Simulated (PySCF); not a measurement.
Geometry:
| atom | x (Å) | y (Å) | z (Å) |
| --- | --- | --- | --- |
| O1 | -2.388 | -0.076 | 1.831 |
| S2 | -2.062 | -0.180 | 0.449 |
| O3 | -2.522 | -1.253 | -0.365 |
| Cl4 | -2.756 | 1.538 | -0.425 |
| C5 | -0.355 | -0.016 | 0.250 |
| C6 | 0.378 | -0.518 | -0.793 |
| C7 | 1.743 | -0.200 | -0.660 |
| C8 | 1.999 | 0.533 | 0.467 |
| S9 | 0.601 | 0.839 | 1.380 |
| H10 | -0.062 | -1.089 | -1.598 |
| H11 | 2.508 | -0.504 | -1.361 |
| H12 | 2.954 | 0.898 | 0.816 |

Geometry: PBE0-D3(BJ)/def2-TZVP; GIAO shifts from PySCF 2.14, gas phase, non-relativistic, averaged over equivalent atoms.

At KT3/pcSseg-2 (387 basis functions):
| atoms | δ (ppm) |
| --- | --- |
| O1/O3 | 296.7 |
| S2 | 314.9 |
| S9 | 247.1 |
| Cl4 | 642.7 |
| C5 | 146.6 |
| C8 | 132.2 |
| C6 | 130.7 |
| C7 | 124.6 |
| H10 | 7.80 |
| H12 | 7.55 |
| H11 | 7.15 |

References, each an isolated molecule treated in the same way: H2O for 17O (σref 325.30); 33S (σref 535.12) vs CS2; 35Cl (σref 942.39) vs HCl; 13C (σref 183.24) and 1H (σref 31.63) against TMS.

Predict the values at B97-2/pcSseg-2 on the same geometry.

Results:


| atoms | δ at B97-2/pcSseg-2 | change |
| --- | --- | --- |
| O1/O3 | 286.5 | -10.2 |
| S2 | 336.7 | +21.8 |
| S9 | 261.5 | +14.4 |
| Cl4 | 646.9 | +4.2 |
| C5 | 154.4 | +7.8 |
| C8 | 143.5 | +11.3 |
| C6 | 141.3 | +10.6 |
| C7 | 132.7 | +8.1 |
| H10 | 8.00 | +0.20 |
| H12 | 7.78 | +0.23 |
| H11 | 7.26 | +0.11 |

References, each an isolated molecule treated in the same way: H2O for 17O (σ = 327.66 ppm); 33S (σ = 517.10 ppm) against CS2; HCl for 35Cl (σ = 941.52 ppm); TMS for 13C (σ = 185.38 ppm) and 1H (σ = 31.64 ppm).

The largest change is at S2 (sulfonyl sulfur). Cost: 387 basis functions. The order of the carbon signals is the same at both levels.

Unscaled 17O shifts of doubly bonded oxygen tend to come out too high, by tens of ppm or more. Experimental scales use liquid or dissolved standards, which lie at an offset from isolated H2O (liquid H2O: subtract about 36 ppm).
